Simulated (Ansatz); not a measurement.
HOP, SMILES O=P.

The structure is a stationary point at TPSSh-D3(BJ)/def2-TZVPD.

Two levels are set side by side: PBE/def2-TZVPD (Ansatz, a first-principles code) and PBE0/def2-TZVPD (Ansatz). Energy differences of separate SCF runs at the same geometry; the states with an electron removed or added have multiplicity 2 and 2. Differences are taken from unrounded values.

```csv
quantity,PBE0
vertical ionisation energy (eV),10.28
vertical electron affinity (eV),1.04
vertical singlet–triplet gap (eV),1.47
```

Question: What does PBE give, and how far is it from PBE0? (Estimate from the structure and the level; the computed values follow.)

Answer: 
| quantity | PBE | PBE minus PBE0 |
|---|---|---|
| vertical ionisation energy (eV) | 10.14 | -0.14 |
| vertical electron affinity (eV) | 0.93 | -0.11 |
| vertical singlet–triplet gap (eV) | 1.51 | 0.04 |
